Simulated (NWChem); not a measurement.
System: CH₆ClNSi; SMILES C[Si@H](N)Cl

NWChem input:

```
start job
memory heap 200 mb stack 900 mb global 1100 mb
geometry units angstroms
  C     -1.368707    -1.418268     0.239744
  Si     0.052425    -0.375840    -0.391623
  N      1.550497    -1.065590     0.106389
  Cl    -0.268504     1.592306     0.305966
  H     -1.306157    -2.432155    -0.171332
  H     -1.351727    -1.490757     1.333331
  H     -2.331451    -0.984156    -0.048929
  H      0.099814    -0.252208    -1.866105
  H      2.414021    -0.705284    -0.284283
  H      1.683515    -1.324278     1.078005
end
basis spherical
  * library 3-21g
end
dft
  xc hfexch
  iterations 150
end
driver
  maxiter 120
end
task dft optimize
task dft freq
```

NWChem printed, in part:

```
             Northwest Computational Chemistry Package (NWChem) 7.3.0
             --------------------------------------------------------

 C1  symmetry detected

                             Geometry "geometry" -> ""
                             -------------------------

 Output coordinates in angstroms (scale by  1.889725989 to convert to a.u.)

  No.       Tag          Charge          X              Y              Z
 ---- ---------------- ---------- -------------- -------------- --------------
    1 C                    6.0000    -1.55978206    -1.11964336     0.23644971
    2 Si                  14.0000     0.05209901    -0.40170310    -0.38908829
    3 N                    7.0000     1.37914201    -1.27886685     0.27237326
    4 Cl                  17.0000     0.04321656     1.65347945     0.10016654
    5 H                    1.0000    -1.65358247    -2.16638321    -0.07403377
    6 H                    1.0000    -1.61252992    -1.08122467     1.33062391
    7 H                    1.0000    -2.41583946    -0.56168579    -0.15662844
    8 H                    1.0000     0.19684253    -0.43994422    -1.86191370
    9 H                    1.0000     2.31134940    -1.11109110    -0.08950988
   10 H                    1.0000     1.41439045    -1.45505016     1.27055556

 Effective nuclear repulsion energy (a.u.)     219.6730865766

                                Z-matrix (autoz)
                                --------

 Units are Angstrom for bonds and degrees for angles

      Type          Name      I     J     K     L     M      Value
      ----------- --------  ----- ----- ----- ----- ----- ----------
    1 Stretch                  1     2                       1.87214
    2 Stretch                  1     5                       1.09584
    3 Stretch                  1     6                       1.09612
    4 Stretch                  1     7                       1.09483
    5 Stretch                  2     3                       1.72279
    6 Stretch                  2     4                       2.11263
    7 Stretch                  2     8                       1.48041
    8 Stretch                  3     9                       1.01396
    9 Stretch                  3    10                       1.01422
   10 Bend                     1     2     3               109.85640
   11 Bend                     1     2     4               106.98125
   12 Bend                     1     2     8               113.99720
   13 Bend                     2     1     5               110.20216
   14 Bend                     2     1     6               111.19415
   15 Bend                     2     1     7               110.96581
   16 Bend                     2     3     9               119.13721
   17 Bend                     2     3    10               119.54408
   18 Bend                     3     2     4               114.18159
   19 Bend                     3     2     8               107.06854
   20 Bend                     4     2     8               104.82917
   21 Bend                     5     1     6               108.19109
   22 Bend                     5     1     7               108.55055
   23 Bend                     6     1     7               107.63208
   24 Bend                     9     3    10               110.36788
   25 Torsion                  1     2     3     9         169.93619
   26 Torsion                  1     2     3    10         -49.35141
   27 Torsion                  3     2     1     5         -60.92675
   28 Torsion                  3     2     1     6          59.03806
   29 Torsion                  3     2     1     7         178.80627
   30 Torsion                  4     2     1     5         174.62525
   31 Torsion                  4     2     1     6         -65.40994
   32 Torsion                  4     2     1     7          54.35827
   33 Torsion                  4     2     3     9         -69.89500
   34 Torsion                  4     2     3    10          70.81740
   35 Torsion                  5     1     2     8          59.22957
   36 Torsion                  6     1     2     8         179.19437
   37 Torsion                  7     1     2     8         -61.03741
   38 Torsion                  8     2     3     9          45.65847
   39 Torsion                  8     2     3    10        -173.62913

  xc_inp: hfexch multiplicative factor not found.

                           NWChem Geometry Optimization
                           ----------------------------

 maximum gradient threshold         (gmax) =   0.000450
 rms gradient threshold             (grms) =   0.000300
 maximum cartesian step threshold   (xmax) =   0.001800
 rms cartesian step threshold       (xrms) =   0.001200
 fixed trust radius                (trust) =   0.300000
 source of zmatrix                         =   autoz

          -------------------
          Energy Minimization
          -------------------

 Using diagonal initial Hessian
 Scaling for Hessian diagonals: bonds = 1.00  angles = 0.25  torsions = 0.10

          --------
          Step   0

                                 NWChem DFT Module
                                 -----------------

 Summary of "ao basis" -> "ao basis" (spherical)
 ------------------------------------------------------------------------------
       Tag                 Description            Shells   Functions and Types
 ---------------- ------------------------------  ------  ---------------------
 C                           3-21g                   5        9   3s2p
 Si                          3-21g                   7       13   4s3p
 N                           3-21g                   5        9   3s2p
 Cl                          3-21g                   7       13   4s3p
 H                           3-21g                   2        2   2s

            General Information
            -------------------
          SCF calculation type: DFT
          Wavefunction type:  closed shell.
          No. of atoms     :    10
          No. of electrons :    50
           Alpha electrons :    25
            Beta electrons :    25
          Charge           :     0
          Spin multiplicity:     1
          Use of symmetry is: off; symmetry adaption is: off
          Maximum number of iterations: 150
          AO basis - number of functions:    56
                     number of shells:    36
          Convergence on energy requested:  1.00D-06
          Convergence on density requested:  1.00D-05
          Convergence on gradient requested:  5.00D-04

              XC Information
              --------------
                     Hartree-Fock (Exact) Exchange  1.000

      Superposition of Atomic Density Guess
      -------------------------------------

 Sum of atomic energies:        -839.07178810

      Non-variational initial energy
      ------------------------------

 Total energy =    -840.798434
 1-e energy   =   -1595.366041
 2-e energy   =     534.894520
 HOMO         =      -0.339457
 LUMO         =       0.108369

   convergence    iter        energy       DeltaE   RMS-Dens  Diis-err
 ---------------- ----- ----------------- --------- --------- ---------
 d= 0,ls=0.0,diis     1   -840.0319136189 -1.06D+03  1.01D-02  2.94D-01
 d= 0,ls=0.0,diis     2   -840.0699284392 -3.80D-02  2.69D-03  4.01D-02
 d= 0,ls=0.0,diis     3   -840.0745019047 -4.57D-03  8.54D-04  2.56D-03
 d= 0,ls=0.0,diis     4   -840.0748708890 -3.69D-04  2.09D-04  9.62D-05
 d= 0,ls=0.0,diis     5   -840.0748892238 -1.83D-05  1.02D-04  6.05D-06
  Resetting Diis
 d= 0,ls=0.0,diis     6   -840.0748916053 -2.38D-06  3.25D-05  4.03D-07
 d= 0,ls=0.0,diis     7   -840.0748918089 -2.04D-07  5.47D-06  3.44D-08

         Total DFT energy =     -840.074891808860
      One electron energy =    -1597.644928095612
           Coulomb energy =      599.735274394207
    Exchange-Corr. energy =      -61.838324684044
 Nuclear repulsion energy =      219.673086576589

 Numeric. integr. density =        0.000000000000

                       DFT Final Molecular Orbital Analysis
                       ------------------------------------

[...]

      ----------------------
      Optimization converged
      ----------------------

  Step       Energy      Delta E   Gmax     Grms     Xrms     Xmax
  ---- ---------------- -------- -------- -------- -------- --------
@    9    -840.08085516 -3.7D-07  0.00007  0.00002  0.00055  0.00143
                                     ok       ok       ok       ok

                                Z-matrix (autoz)
                                --------

 Units are Angstrom for bonds and degrees for angles

      Type          Name      I     J     K     L     M      Value     Gradient
      ----------- --------  ----- ----- ----- ----- ----- ---------- ----------
    1 Stretch                  1     2                       1.88986    0.00004
    2 Stretch                  1     5                       1.08550   -0.00001
    3 Stretch                  1     6                       1.08489    0.00001
    4 Stretch                  1     7                       1.08386    0.00001
    5 Stretch                  2     3                       1.71972   -0.00007
    6 Stretch                  2     4                       2.22180   -0.00001
    7 Stretch                  2     8                       1.47303    0.00002
    8 Stretch                  3     9                       1.00114    0.00000
    9 Stretch                  3    10                       1.00133    0.00002
   10 Bend                     1     2     3               112.13616    0.00000
   11 Bend                     1     2     4               105.11803   -0.00001
   12 Bend                     1     2     8               114.38711    0.00000
   13 Bend                     2     1     5               109.87829   -0.00001
   14 Bend                     2     1     6               111.23510   -0.00002
   15 Bend                     2     1     7               110.59875    0.00002
   16 Bend                     2     3     9               122.80835    0.00000
   17 Bend                     2     3    10               122.92635    0.00002
   18 Bend                     3     2     4               112.25950    0.00001
   19 Bend                     3     2     8               109.20539   -0.00001
   20 Bend                     4     2     8               103.39589    0.00001
   21 Bend                     5     1     6               108.49775    0.00001
   22 Bend                     5     1     7               108.69506    0.00000
   23 Bend                     6     1     7               107.85937   -0.00001
   24 Bend                     9     3    10               113.19292   -0.00002
   25 Torsion                  1     2     3     9         158.98446   -0.00002
   26 Torsion                  1     2     3    10         -33.66891   -0.00002
   27 Torsion                  3     2     1     5         -63.04321    0.00000
   28 Torsion                  3     2     1     6          57.11843   -0.00000
   29 Torsion                  3     2     1     7         176.95589   -0.00002
   30 Torsion                  4     2     1     5         174.71425   -0.00000
   31 Torsion                  4     2     1     6         -65.12411   -0.00001
   32 Torsion                  4     2     1     7          54.71335   -0.00002
   33 Torsion                  4     2     3     9         -82.93343   -0.00003
   34 Torsion                  4     2     3    10          84.41320   -0.00003
   35 Torsion                  5     1     2     8          62.01030   -0.00001
   36 Torsion                  6     1     2     8        -177.82806   -0.00002
   37 Torsion                  7     1     2     8         -57.99059   -0.00003
   38 Torsion                  8     2     3     9          31.12480   -0.00001
   39 Torsion                  8     2     3    10        -161.52856   -0.00001

                         Geometry "geometry" -> "geometry"
                         ---------------------------------

 Output coordinates in angstroms (scale by  1.889725989 to convert to a.u.)

[...]

 Rotational Constants
 --------------------
 A=   0.186270 cm-1  (  0.267996 K)
 B=   0.099567 cm-1  (  0.143252 K)
 C=   0.072461 cm-1  (  0.104252 K)

 Temperature                      =   298.15K
 frequency scaling parameter      =   1.0000

 Zero-Point correction to Energy  =   49.534 kcal/mol  (  0.078937 au)
 Thermal correction to Energy     =   53.507 kcal/mol  (  0.085269 au)
 Thermal correction to Enthalpy   =   54.099 kcal/mol  (  0.086213 au)

 Total Entropy                    =   78.553 cal/mol-K
   - Translational                =   39.547 cal/mol-K (mol. weight =  94.9958)
   - Rotational                   =   26.575 cal/mol-K (symmetry #  =        1)
   - Vibrational                  =   12.431 cal/mol-K

 Cv (constant volume heat capacity) =   21.113 cal/mol-K
   - Translational                  =    2.979 cal/mol-K
   - Rotational                     =    2.979 cal/mol-K
   - Vibrational                    =   15.154 cal/mol-K

[normal modes left out]

 ----------------------------------------------------------------------------
 Normal Eigenvalue ||           Projected Infra Red Intensities
  Mode   [cm**-1]  || [atomic units] [(debye/angs)**2] [(KM/mol)] [arbitrary]
 ------ ---------- || -------------- ----------------- ---------- -----------
    1        0.000 ||    0.002877           0.066         2.805       0.502
    2        0.000 ||    0.000578           0.013         0.564       0.101
    3        0.000 ||    0.002027           0.047         1.976       0.353
    4        0.000 ||    0.001056           0.024         1.030       0.184
    5        0.000 ||    0.001464           0.034         1.427       0.255
    6        0.000 ||    0.000765           0.018         0.746       0.133
    7      139.265 ||    0.000059           0.001         0.058       0.010
    8      193.223 ||    0.005335           0.123         5.201       0.930
    9      206.229 ||    0.004146           0.096         4.042       0.723
   10      257.425 ||    0.007370           0.170         7.184       1.284
   11      319.038 ||    0.015052           0.347        14.673       2.623
   12      427.746 ||    0.054517           1.258        53.146       9.502
   13      668.835 ||    0.406080           9.369       395.867      70.775
   14      701.416 ||    0.017067           0.394        16.637       2.975
   15      747.190 ||    0.096791           2.233        94.357      16.870
   16      859.167 ||    0.090692           2.092        88.411      15.806
   17      935.231 ||    0.013026           0.301        12.698       2.270
   18      985.390 ||    0.223364           5.153       217.746      38.930
   19     1020.391 ||    0.115989           2.676       113.072      20.215
   20     1030.273 ||    0.250192           5.772       243.899      43.605
   21     1491.303 ||    0.041891           0.966        40.837       7.301
   22     1621.007 ||    0.009446           0.218         9.209       1.646
   23     1626.734 ||    0.010744           0.248        10.474       1.873
   24     1776.751 ||    0.080500           1.857        78.475      14.030
   25     2353.678 ||    0.169443           3.909       165.182      29.532
   26     3194.634 ||    0.002579           0.060         2.514       0.450
   27     3266.378 ||    0.004799           0.111         4.679       0.836
   28     3277.782 ||    0.002733           0.063         2.664       0.476
   29     3733.115 ||    0.045687           1.054        44.538       7.963
   30     3833.588 ||    0.045022           1.039        43.890       7.847
 ----------------------------------------------------------------------------
```

Level: Hartree-Fock/3-21G.
